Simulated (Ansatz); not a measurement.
Consider the redistribution: `C=C[SiH2]O[SiH2]F` + `C=C[SiH2]S` → `C=C[SiH2][SiH2]S` + `C=CO[SiH2]F`.

Gas-phase electronic energies from Ansatz, PBE0-D4/def2-TZVP geometries. CBS: MP2 limit from def2 TZ/QZ plus the TZ coupled-cluster correction, frozen cores. This one scheme is used for every species. Functionals use def2-TZVPP. B3LYP here is the variant with VWN-RPA as its local correlation; programs differ in this. Each species was taken in one conformer, which may not be the lowest.

| level | ΔE (kcal/mol) | difference from CCSD(T)/CBS |
| --- | --- | --- |
| r2SCAN-D4 | 39.8 | -3.7 |
| B3LYP-D4 | 40.9 | -2.6 |
| ωB97M-V | 42.8 | -0.7 |
| r2SCAN | 39.9 | -3.6 |
| HF/def2-TZVPP | 49.1 | 5.6 |
| MP2/def2-TZVPP | 45.2 | 1.7 |
| SCS-MP2/def2-TZVPP | 45.7 | 2.2 |
| CCSD(T)/def2-TZVPP | 42.9 | -0.6 |
| MP2/def2-QZVPP | 45.7 | 2.2 |
| SCS-MP2/def2-QZVPP | 46.3 | 2.8 |
| CCSD(T)/CBS | 43.5 | 0 |

Largest T1 diagnostic among the species: 0.012.

From PBE to PBE0 (25 % exact exchange), in def2-TZVPP and without D4, ΔE moves by +3.1 kcal/mol. In def2-TZVPP, CCSD(T) changes the Hartree–Fock value by −6.2 kcal/mol (the triples alone add −1.2 kcal/mol) and MP2 by −3.9 kcal/mol.
